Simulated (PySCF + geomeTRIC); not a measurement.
Species: C₃H₅Cl, SMILES `ClC1CC1` (charge 0, multiplicity 1).

Q: Give a relaxed geometry from TPSSh-D3(BJ)/def2-TZVP (PySCF + geomeTRIC).

A: the end point of this relaxation (outside a Z-matrix the atoms follow the SMILES, hydrogens last).
Z-matrix (Å, degrees):
```
C
H 1 1.0806
C 1 1.4938 2 119.48
H 3 1.0817 1 117.18 2 143.46
H 3 1.0830 4 115.10 1 144.47
C 1 1.4938 2 119.48 3 -71.04
H 6 1.0817 1 117.18 2 -143.45
H 6 1.0830 7 115.10 1 -144.46
Cl 1 1.7690 2 110.77 3 144.47
```
